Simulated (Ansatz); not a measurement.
Born–Oppenheimer molecular dynamics of C₄H₁₆N₂Si₂ (24 atoms, charge 0, multiplicity 1). It goes on from the last frame of an earlier run, with new velocities.

All numbers below come from RKS PBE-D4/STO-3G (Ansatz 0.2.0).

```
ensemble                      : NVE (velocity Verlet)
time step                     : 1 fs
steps asked                   : 84
starting velocities drawn for : 300 K
masses                        : H 10 u
seed                          : 586791
```

Frames 5 fs apart, positions in Å, forces in eV/Å.

Velocities at 10 fs (Å/ps):

```
Si 1.86 3.98 0.53
Si 0.32 -0.49 -1.03
H -2.13 3.45 0.26
H -1.65 15.79 -2.19
H 7.13 -7.88 5.89
H 2.15 11.28 3.48
N -1.53 9.76 7.66
C 11.54 -1.57 -0.82
H -6.19 2.26 -11.79
H 7.00 4.95 8.17
H -4.34 -14.76 -8.18
C -3.29 -3.45 6.43
H 5.25 3.93 1.77
H 5.07 1.08 -4.85
H -7.03 -1.38 0.55
N 0.86 -5.39 -0.17
C -8.67 -4.37 -3.10
H -1.28 -13.49 -7.54
H 1.68 8.33 -3.29
H -1.97 -4.63 4.64
C 2.77 -12.75 0.25
H -6.38 -4.39 7.01
H 6.97 14.97 -4.46
H -12.28 -8.83 -1.85
```

```xyz
24
Properties=species:S:1:pos:R:3:forces:R:3 time_fs=10 energy_less_start_eV=-0.827 T=589
Si 0.045 0.008 -0.053 -1.23 -2.23 -1.57
Si -0.130 0.196 2.140 -0.62 -0.44 0.49
H -1.276 -0.109 2.970 -0.48 -0.60 -0.44
H 0.927 -0.631 2.631 0.81 0.20 0.65
H -0.138 1.593 2.325 0.94 1.26 0.53
H 1.348 -0.127 -0.629 0.94 0.89 0.06
N -0.881 1.265 -0.982 0.07 -1.09 0.45
C -2.234 1.459 -0.323 -2.60 -1.94 -0.78
H -2.810 0.404 -0.376 1.48 2.31 0.03
H -2.370 1.776 0.748 0.86 0.10 -0.08
H -2.906 2.150 -0.918 0.80 -0.21 0.17
C -0.005 2.471 -0.956 -1.20 2.45 -1.26
H -0.674 3.354 -1.275 1.17 -0.86 0.00
H 0.363 2.758 0.032 0.46 0.23 1.00
H 0.896 2.381 -1.640 -0.92 -0.13 0.35
N -0.418 -1.671 -0.554 -1.86 -0.35 1.06
C -1.820 -2.139 -0.007 2.16 1.28 1.12
H -1.980 -1.484 0.909 0.15 -1.27 -0.31
H -2.715 -1.968 -0.581 -0.88 0.48 -1.60
H -1.829 -3.225 0.220 0.31 0.01 0.33
C -0.269 -1.898 -2.022 -2.65 1.24 -1.03
H -0.980 -1.229 -2.678 0.47 -1.37 0.97
H 0.682 -1.526 -2.366 1.68 -0.15 -0.04
H -0.428 -2.971 -2.275 0.14 0.19 -0.09
24
Properties=species:S:1:pos:R:3:forces:R:3 time_fs=15 energy_less_start_eV=-0.853 T=599
Si 0.048 0.018 -0.057 -1.44 -2.63 -1.69
Si -0.133 0.192 2.137 -1.46 0.00 0.23
H -1.292 -0.099 2.965 -0.28 -0.61 -0.50
H 0.932 -0.553 2.629 1.54 -0.59 1.01
H -0.091 1.572 2.361 0.81 1.57 0.46
H 1.370 -0.060 -0.611 0.72 0.68 0.05
N -0.885 1.300 -0.941 0.75 -2.36 -0.04
C -2.211 1.436 -0.331 -3.85 -0.22 0.49
H -2.821 0.441 -0.432 1.61 1.16 0.58
H -2.325 1.799 0.782 0.49 -0.52 -1.55
H -2.916 2.075 -0.955 1.04 0.34 0.49
C -0.030 2.481 -0.939 0.05 2.28 -1.19
H -0.635 3.364 -1.266 0.30 -0.14 -0.15
H 0.394 2.766 0.022 0.37 0.29 1.19
H 0.850 2.372 -1.633 -0.63 -0.17 0.14
N -0.428 -1.700 -0.545 -1.11 0.13 0.74
C -1.838 -2.152 -0.014 2.16 -0.19 -0.61
H -1.985 -1.562 0.874 -0.15 0.26 1.49
H -2.718 -1.921 -0.618 -0.42 -0.01 -1.10
H -1.837 -3.246 0.245 0.01 0.49 -0.23
C -0.275 -1.942 -2.033 -0.50 2.75 -0.91
H -1.006 -1.269 -2.631 0.32 -1.17 0.50
H 0.726 -1.460 -2.386 -0.99 -1.73 0.69
H -0.486 -3.013 -2.285 0.64 0.38 -0.09
24
Properties=species:S:1:pos:R:3:forces:R:3 time_fs=20 energy_less_start_eV=-0.919 T=621
Si 0.040 0.005 -0.076 -0.69 -2.30 -0.92
Si -0.146 0.188 2.136 -0.70 0.64 0.31
H -1.314 -0.104 2.949 -0.21 -0.56 -0.37
H 0.972 -0.487 2.651 1.03 -0.57 0.82
H -0.025 1.585 2.407 0.46 0.72 0.16
H 1.408 0.022 -0.592 -0.05 0.36 0.19
N -0.879 1.297 -0.900 -0.12 -1.14 -0.57
C -2.254 1.410 -0.330 0.53 2.29 1.09
H -2.797 0.501 -0.475 -0.18 -2.21 0.80
H -2.270 1.811 0.780 -0.44 -0.80 -1.80
H -2.903 2.010 -0.982 0.16 1.53 -0.01
C -0.054 2.531 -0.942 1.49 -1.34 1.53
H -0.592 3.375 -1.261 -1.48 2.02 -0.88
H 0.433 2.782 0.039 -0.30 0.23 -0.01
H 0.791 2.360 -1.624 0.22 -0.05 -0.50
N -0.457 -1.726 -0.526 0.63 0.78 -0.74
C -1.817 -2.167 -0.033 -0.57 -0.26 -1.49
H -1.994 -1.635 0.872 -0.22 0.91 1.90
H -2.730 -1.876 -0.678 1.12 -0.77 0.27
H -1.843 -3.256 0.265 -0.03 0.44 -0.78
C -0.292 -1.937 -2.058 1.38 0.17 1.13
H -1.026 -1.333 -2.576 -1.11 0.55 -0.89
H 0.749 -1.433 -2.390 -2.05 -2.09 0.74
H -0.528 -3.044 -2.297 1.11 1.44 0.04
24
Properties=species:S:1:pos:R:3:forces:R:3 time_fs=25 energy_less_start_eV=-0.832 T=591
Si 0.026 -0.027 -0.102 0.47 -1.39 0.32
Si -0.166 0.189 2.138 1.16 1.00 0.67
H -1.342 -0.122 2.924 -0.19 -0.45 -0.16
H 1.035 -0.435 2.692 -0.34 -0.18 0.22
H 0.051 1.616 2.457 -0.09 -0.39 -0.24
H 1.445 0.114 -0.568 -0.91 -0.09 0.29
N -0.875 1.276 -0.869 -0.81 0.83 -0.95
C -2.291 1.425 -0.310 3.01 1.22 -0.43
H -2.775 0.513 -0.499 -0.84 -3.00 1.04
H -2.225 1.805 0.739 -1.05 -0.16 -0.16
H -2.886 1.981 -1.009 -0.48 2.32 -0.39
C -0.053 2.559 -0.919 0.31 -1.71 1.53
H -0.579 3.426 -1.276 -1.09 0.96 -0.32
H 0.466 2.803 0.057 -0.50 0.18 -0.34
H 0.736 2.345 -1.626 1.00 -0.02 -0.80
N -0.474 -1.740 -0.518 1.85 0.89 -1.64
C -1.806 -2.184 -0.074 -2.19 0.92 1.09
H -2.008 -1.689 0.910 0.09 0.26 -0.22
H -2.717 -1.849 -0.735 1.37 -1.09 0.69
H -1.851 -3.257 0.266 -0.02 0.02 -1.25
C -0.285 -1.928 -2.063 0.44 -1.59 1.87
H -1.071 -1.386 -2.539 -1.31 1.25 -1.30
H 0.726 -1.454 -2.377 -1.34 -1.47 0.32
H -0.543 -3.042 -2.309 1.44 1.66 0.17
24
Properties=species:S:1:pos:R:3:forces:R:3 time_fs=30 energy_less_start_eV=-0.824 T=588
Si 0.016 -0.070 -0.125 1.23 0.43 1.30
Si -0.175 0.199 2.145 2.40 0.97 0.85
H -1.374 -0.150 2.895 0.04 -0.25 -0.09
H 1.090 -0.388 2.738 -1.35 -0.02 -0.26
H 0.126 1.638 2.502 -0.62 -0.97 -0.53
H 1.461 0.202 -0.537 -1.38 -0.57 0.23
N -0.882 1.267 -0.854 -0.07 1.44 -0.95
C -2.276 1.458 -0.304 0.55 -2.66 -3.80
H -2.769 0.462 -0.497 0.32 0.20 1.50
H -2.203 1.796 0.696 -1.04 0.85 2.25
H -2.878 2.005 -1.042 -0.01 1.65 0.42
C -0.046 2.558 -0.871 -1.05 0.32 -1.56
H -0.590 3.498 -1.296 0.33 -1.67 1.04
H 0.488 2.829 0.069 -0.23 0.08 0.21
H 0.704 2.332 -1.645 0.73 0.19 -0.01
N -0.464 -1.740 -0.536 0.69 -0.12 -0.54
C -1.832 -2.185 -0.097 -0.22 0.95 2.45
H -2.020 -1.735 0.945 0.10 0.22 -1.33
H -2.674 -1.846 -0.776 0.38 -0.75 0.33
H -1.859 -3.257 0.236 -0.09 -0.16 -1.43
C -0.276 -1.945 -2.034 -3.30 -0.16 0.42
H -1.143 -1.413 -2.531 0.77 0.25 -0.34
H 0.674 -1.510 -2.358 0.58 -0.34 -0.36
H -0.525 -3.004 -2.316 1.22 0.14 0.19
24
Properties=species:S:1:pos:R:3:forces:R:3 time_fs=35 energy_less_start_eV=-0.775 T=571
Si 0.016 -0.109 -0.138 1.25 2.61 1.78
Si -0.165 0.217 2.159 2.24 0.48 0.70
H -1.404 -0.185 2.864 0.56 0.04 -0.19
H 1.115 -0.342 2.779 -1.56 -0.18 -0.40
H 0.186 1.639 2.534 -0.91 -0.83 -0.60
H 1.444 0.278 -0.501 -1.23 -0.92 0.05
N -0.889 1.281 -0.856 1.45 0.29 -1.07
C -2.249 1.447 -0.361 -1.57 -1.66 -0.63
H -2.758 0.410 -0.462 0.61 1.40 0.81
H -2.208 1.804 0.696 -1.08 0.18 0.11
H -2.871 2.067 -1.067 0.41 0.45 0.81
C -0.056 2.560 -0.850 -0.36 1.00 -2.58
H -0.597 3.534 -1.294 0.57 -2.33 1.35
H 0.503 2.856 0.085 -0.48 -0.22 -0.11
H 0.689 2.322 -1.665 0.23 0.49 0.79
N -0.443 -1.742 -0.561 -1.20 -0.98 1.70
C -1.861 -2.169 -0.074 2.17 -0.25 1.02
H -2.030 -1.775 0.952 -0.21 0.83 -0.41
H -2.622 -1.861 -0.810 -0.58 -0.16 0.02
H -1.869 -3.260 0.174 -0.11 -0.09 -1.12
C -0.323 -1.963 -1.998 -2.39 2.06 -1.48
H -1.199 -1.432 -2.532 1.23 -0.10 0.04
H 0.632 -1.575 -2.345 0.66 0.18 -0.50
H -0.480 -2.964 -2.320 0.29 -2.31 -0.10
24
Properties=species:S:1:pos:R:3:forces:R:3 time_fs=40 energy_less_start_eV=-0.787 T=575
Si 0.026 -0.127 -0.135 0.48 3.54 2.02
Si -0.137 0.239 2.179 0.95 -0.33 0.11
H -1.421 -0.219 2.828 1.11 0.37 -0.28
H 1.103 -0.300 2.811 -0.98 -0.57 -0.19
H 0.225 1.620 2.552 -0.91 -0.06 -0.45
H 1.399 0.331 -0.464 -0.36 -1.01 -0.24
N -0.875 1.299 -0.875 1.15 -1.03 -0.90
C -2.249 1.407 -0.431 -1.26 1.63 2.70
H -2.733 0.389 -0.407 0.09 0.69 -0.20
H -2.237 1.816 0.700 -0.84 -0.67 -1.96
H -2.854 2.140 -1.073 0.48 -0.83 0.71
C -0.072 2.580 -0.875 1.11 0.04 -0.39
H -0.591 3.517 -1.261 -0.21 -1.09 0.51
H 0.505 2.877 0.095 -1.03 -0.53 -1.10
H 0.680 2.325 -1.667 0.38 0.69 0.52
N -0.440 -1.759 -0.559 -1.40 -0.57 2.28
C -1.853 -2.158 -0.035 1.65 -1.21 -2.23
H -2.045 -1.795 0.952 -0.46 1.25 1.23
H -2.581 -1.880 -0.840 -0.36 0.09 0.81
H -1.881 -3.265 0.085 0.03 -0.06 -0.38
C -0.414 -1.948 -1.990 1.71 0.15 -2.03
H -1.230 -1.451 -2.534 -0.23 0.62 -0.51
H 0.603 -1.637 -2.344 -0.59 0.57 -0.19
H -0.426 -2.973 -2.324 -0.49 -1.68 0.18
24
Properties=species:S:1:pos:R:3:forces:R:3 time_fs=45 energy_less_start_eV=-0.653 T=528
Si 0.039 -0.116 -0.116 -0.98 2.64 2.02
Si -0.100 0.258 2.200 -0.71 -1.03 -0.82
H -1.411 -0.243 2.785 1.31 0.59 -0.21
H 1.069 -0.273 2.838 0.15 -1.11 0.33
H 0.242 1.601 2.559 -0.74 0.96 -0.17
H 1.347 0.361 -0.433 1.05 -0.78 -0.58
N -0.843 1.301 -0.909 -0.87 -1.29 -0.20
C -2.272 1.395 -0.452 0.85 2.82 2.56
H -2.707 0.384 -0.356 -0.49 0.04 -0.76
H -2.286 1.814 0.662 -0.36 -0.60 -1.69
H -2.827 2.195 -1.062 0.16 -1.46 0.40
C -0.068 2.599 -0.908 1.62 -2.01 1.98
H -0.591 3.476 -1.217 -1.41 1.09 -0.66
H 0.485 2.886 0.082 -0.87 -0.53 -1.20
H 0.682 2.343 -1.659 1.07 0.68 -0.39
N -0.458 -1.785 -0.523 0.54 0.65 -0.18
C -1.815 -2.168 -0.033 -1.00 -0.62 -1.22
H -2.070 -1.788 0.974 -0.04 0.30 -0.10
H -2.549 -1.897 -0.852 -0.26 0.33 1.11
H -1.893 -3.272 -0.013 0.21 -0.36 0.30
C -0.473 -1.932 -2.016 3.76 -2.96 0.24
H -1.265 -1.456 -2.549 -1.25 1.04 -1.00
H 0.562 -1.683 -2.348 -0.47 1.26 -0.31
H -0.384 -3.021 -2.324 -1.26 0.35 0.55
24
Properties=species:S:1:pos:R:3:forces:R:3 time_fs=50 energy_less_start_eV=-0.669 T=533
Si 0.045 -0.082 -0.079 -1.94 0.82 1.54
Si -0.070 0.268 2.213 -1.44 -0.98 -1.34
H -1.371 -0.255 2.738 0.91 0.55 0.04
H 1.038 -0.272 2.873 1.00 -1.42 0.72
H 0.241 1.604 2.563 -0.61 1.36 -0.01
H 1.319 0.372 -0.416 1.96 -0.52 -0.77
N -0.824 1.282 -0.947 -1.74 -0.54 0.56
C -2.280 1.432 -0.427 1.59 -0.39 -0.54
H -2.690 0.384 -0.323 -0.39 0.96 -1.07
H -2.344 1.800 0.588 0.20 0.74 1.49
H -2.796 2.217 -1.042 -0.35 -1.04 -0.16
C -0.036 2.582 -0.908 -0.63 -1.09 0.62
H -0.622 3.455 -1.185 -0.81 0.38 -0.63
H 0.445 2.883 0.043 0.25 -0.31 0.48
H 0.710 2.378 -1.658 1.37 0.51 -0.76
N -0.467 -1.800 -0.488 2.37 1.39 -2.00
C -1.795 -2.190 -0.053 -2.49 0.17 1.26
H -2.096 -1.773 0.993 0.49 -0.83 -1.72
H -2.525 -1.907 -0.840 -0.81 0.72 0.37
H -1.899 -3.288 -0.104 0.30 -0.60 0.74
C -0.468 -1.967 -2.041 -0.16 -1.51 1.19
H -1.323 -1.440 -2.584 0.90 -0.53 0.39
H 0.514 -1.700 -2.361 1.39 1.72 -0.84
H -0.372 -3.064 -2.312 -1.36 0.43 0.42
```

Of the whole run (84 fs, mean temperature of the second half 551 K): The conserved energy stayed within 0.34 meV per atom of its start (net change -0.23 meV per atom), so the integration is sound. The kinetic energy rose, since the run started high on the potential surface and went downhill. A run of 0.084 ps of so small a system gives no equilibrium averages. Limits of this set-up: minimal basis.

The run took 23 min on 1 thread of Intel(R) Xeon(R) Processor @ 2.50GHz (Skylake/Cascade Lake), with other jobs on the host, peak memory 0.15 GiB.
